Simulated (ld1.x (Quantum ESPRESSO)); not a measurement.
**Which change was made? (Nb, RRKJ)**

- Element: Nb
- Generator: ld1.x (Quantum ESPRESSO) 7.5
- Type: norm-conserving RRKJ (Kleinman–Bylander form)
- Functional: LDA (PZ)
- Relativity: fully relativistic
- Frozen core: [Kr]
- Valence charge: 5
- Reference configuration: 4d3 5s2 5p0
- Partial waves: 5s (bound): rc 3.15 bohr; 5p (bound, empty): rc 3.70 bohr; 4d (bound): rc 2.30 bohr
- Local potential: all-electron potential smoothed inside 3.25 bohr (lloc = -1)
- Core correction: Bessel-smoothed model core, default radius (core density twice the valence density)
- rho0: 0.005

Open shells are filled in proportion to 2j + 1 (rel_dist='average').

Cutoffs, loose and tight: the cutoffs (Ry, on a coarse ladder) from which the occupation-weighted sum of valence levels, in a spherical-Bessel basis at the reference potential, stays within 10 and 1 mRy of its value at 400 Ry. They do not see the model core or the augmentation charge, which bear on the density cutoff. Test errors are all-electron minus pseudo excitation energies from the reference, over the configurations 4d4 5s1 5p0; 4d4 5s0 5p0; 4d3 5s0 5p0; 4d3 5s1 5p0; 4d2 5s0 5p0; 4d4 5s0 5p1; 4d1 5s0 5p0; variants that change the core or the reference have their own tests. The largest error is taken over the tests solved by every variant that gives reliable tests at all, those not shown here included: 4d1 5s0 5p0; 4d2 5s0 5p0; 4d3 5s0 5p0; 4d3 5s1 5p0; 4d4 5s0 5p0; 4d4 5s1 5p0.

The base gives: outcome: generated; cutoff, loose: 25 Ry; cutoff, tight: 30 Ry; bound ghosts: none; largest test error (meV): -830.

Problem. After one change the result is: outcome: generated; cutoff, loose: 15 Ry; cutoff, tight: 18 Ry; bound ghosts: none; largest test error (meV): -110. Which change was it?
A. wave 4d (bound): rc 2.30 bohr becomes 4d (bound): rc 2.78 bohr
B. wave 4d (bound): rc 2.30 bohr becomes 4d (bound): rc 2.18 bohr
C. wave 4d (bound): rc 2.30 bohr becomes 4d (bound): rc 3.18 bohr
D. wave 4d (bound): rc 2.30 bohr becomes 4d (bound): rc 1.78 bohr

Solution. C. The others give: wave 4d (bound): rc 2.30 bohr becomes 4d (bound): rc 2.78 bohr → outcome: generated; cutoff, loose: 21 Ry; cutoff, tight: 25 Ry; bound ghosts: none; largest test error (meV): -541 | wave 4d (bound): rc 2.30 bohr becomes 4d (bound): rc 1.78 bohr → outcome: generated; cutoff, loose: 35 Ry; cutoff, tight: 40 Ry; bound ghosts: none; largest test error (meV): -932 | wave 4d (bound): rc 2.30 bohr becomes 4d (bound): rc 2.18 bohr → outcome: generated; cutoff, loose: 30 Ry; cutoff, tight: 35 Ry; bound ghosts: none; largest test error (meV): -868.
